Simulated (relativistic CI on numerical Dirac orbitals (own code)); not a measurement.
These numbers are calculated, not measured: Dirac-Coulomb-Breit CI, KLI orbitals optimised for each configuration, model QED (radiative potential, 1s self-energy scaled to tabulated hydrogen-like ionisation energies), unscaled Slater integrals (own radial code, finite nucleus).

Configurations in the expansion (outside the closed core [Ne]): 3s²3p⁶3d², 3s²3p⁵3d³, 3s3p⁶3d³, 3s²3p⁶3d4s, 3s²3p⁶3d4p, 3s²3p⁶3d4d, 3s²3p⁵3d²4s, 3s²3p⁶3d4f, 3s²3p⁵3d²4p, 3s²3p⁵3d²4d, 3s3p⁶3d²4s, 3p⁶3d³4p, 3s3p⁶3d²4p, 3s²3p⁶4s², 3s²3p⁶4s4p, 3s²3p⁶3d5s, 3s²3p⁶3d5d, 3s²3p⁶3d5g, 3p⁶3d⁴, 3p⁵3d⁵, 3p⁵3d⁴4s, 3p⁶3d³4s, 3p⁵3d³4s², 3s²3p⁶4p², 3s²3p⁵4s4p², 3s²3p⁶4s4d, 3s²3p⁵4s²4d, 3s3p⁶3d4s², 3s3p⁶4s²4p, 3s3p⁶4s²4d. Double excitations out of closed p, d and f shells are left out; levels of such configurations are missing from the list, as are those of other unlisted configurations, and high levels can miss mixing partners. These lack a partner that the ground configuration has and come out too high: 3s²3p⁵3d²4p, 3s²3p⁵3d²4d.

At this charge energies of transitions that change n are usually good to better than 1 %, and those within a shell (Δn = 0) to a few per cent.

Outline of the computed level scheme of Eu XLIV. Lowest level of each configuration: 3s²3p⁶3d² ³F2 at 0.000 eV; 3s²3p⁵3d³ ⁵F°2 at 218.099 eV.

Some strong electric-dipole decays among the lowest 45 levels: 3s²3p⁵3d³ ³G°3 → 3s²3p⁶3d² ³F2 (6.9e+11 s⁻¹); 3s²3p⁵3d³ ³F°2 → 3s²3p⁶3d² ³F2 (4.3e+11 s⁻¹); 3s²3p⁵3d³ ³D°1 → 3s²3p⁶3d² ³F2 (3.2e+11 s⁻¹); 3s²3p⁵3d³ ³D°2 → 3s²3p⁶3d² ³F2 (9.7e+10 s⁻¹); 3s²3p⁵3d³ ³D°3 → 3s²3p⁶3d² ³F2 (6.3e+10 s⁻¹); 3s²3p⁵3d³ ³D°1 → 3s²3p⁶3d² ³P0 (3.6e+10 s⁻¹); 3s²3p⁵3d³ ³D°2 → 3s²3p⁶3d² ³P1 (2.6e+10 s⁻¹); 3s²3p⁵3d³ ³P°2 → 3s²3p⁶3d² ³F2 (2.4e+10 s⁻¹).

LS names give the leading component of a level, which can be under half, so a name can repeat, a term be missing and a line seem to break the LS rules.
